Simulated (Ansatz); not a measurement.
One change: `OC[Te][GeH3]` becomes `C[Te][GeH3]`.

Ansatz, PBE0-D4/def2-TZVP geometries, multiplicity 1. Each molecule was computed in one conformer, which needn't be the lowest.

Elements past krypton have def2 core potentials. Scalar relativity is left out up to krypton.

| property | `OC[Te][GeH3]` |
| --- | --- |
| LUMO energy (ωB97M-V/def2-TZVPP) / eV | 0.82 |
| LUMO energy (PBE0/def2-TZVPP) / eV | -0.91 |
| HOMO–LUMO gap (B3LYP/def2-TZVPP) / eV | 4.93 |
| HOMO energy (PBE0/def2-TZVPP) / eV | -6.29 |
| HOMO–LUMO gap (PBE/def2-TZVPP) / eV | 3.56 |
| HOMO energy (ωB97M-V/def2-TZVPP) / eV | -8.38 |

(1) What does the change do to each property? (Best estimate.)

## Answers

(1) Ansatz gave: 
```
                             property  `C[Te][GeH3]`  shift
LUMO energy (ωB97M-V/def2-TZVPP) / eV           0.95   0.13
   LUMO energy (PBE0/def2-TZVPP) / eV          -0.78   0.13
HOMO–LUMO gap (B3LYP/def2-TZVPP) / eV           4.83  -0.10
   HOMO energy (PBE0/def2-TZVPP) / eV          -6.06   0.23
  HOMO–LUMO gap (PBE/def2-TZVPP) / eV           3.46  -0.10
HOMO energy (ωB97M-V/def2-TZVPP) / eV          -8.14   0.24
```

With PBE0 the HOMO rises by 0.23 eV and the LUMO rises by 0.13 eV, so the gap narrows by about 0.10 eV. PBE moves the HOMO by 0.23 eV and ωB97M-V by 0.24 eV.

B3LYP here is the variant with VWN-RPA as its local correlation; programs differ in this.

Spin–orbit coupling is left out; it splits and shifts lone-pair levels of the heavy atoms by tenths of an eV.
